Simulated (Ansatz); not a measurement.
Gas-phase electronic energies from Ansatz, PBE0-D4/def2-TZVP geometries. CBS: MP2 limit from def2 TZ/QZ plus the TZ coupled-cluster correction, frozen cores. This one scheme is used for every species. Functionals use def2-TZVPP. B3LYP here is the variant with VWN-RPA as its local correlation; programs differ in this. Each species was taken in one conformer, which may not be the lowest.

`[F][Al]([F])[Cl]` + NH₃ → `[NH2][Al]([F])[Cl]` + H–F  (ligand exchange at the Al–F bond)

Problem. Is it downhill or uphill in electronic energy at CCSD(T)/CBS, and by how much? (Best estimate.)

Solution. Ansatz gave: Uphill: ΔE = +79.6 kJ/mol.

Problem. What do these levels give: BLYP-D4, B2PLYP, r2SCAN, B3LYP, RPA@PBE/def2-TZVPP, MP2/def2-QZVPP? (Estimate.)

Solution. Ansatz gave: BLYP-D4 82.0, B2PLYP 83.4, r2SCAN 82.8, B3LYP 84.6, RPA@PBE/def2-TZVPP 80.4, MP2/def2-QZVPP 79.6 kJ/mol.

Problem. What do rigid-rotor, harmonic-oscillator terms from PBE0-D4/def2-TZVP frequencies (298.15 K, 1 bar) make of the CCSD(T)/CBS value? (Best estimate.)

Solution. The calculation gave: ΔZPE = -4.5 kJ/mol, ΔH = +76.0 kJ/mol, ΔS = -1 J/(mol·K), ΔG = +76.3 kJ/mol.

Largest T1 diagnostic among the species: 0.012.

At CCSD(T), def2-SVP lies +5.8 kJ/mol from the extrapolated value and def2-TZVPP −0.1 kJ/mol. The D4 term adds −4.0 kJ/mol with B3LYP and −2.2 kJ/mol with PBE0; it sums over pairs of atoms, weighted by their polarisabilities, and B3LYP, whose exchange is more repulsive, gets the larger term.
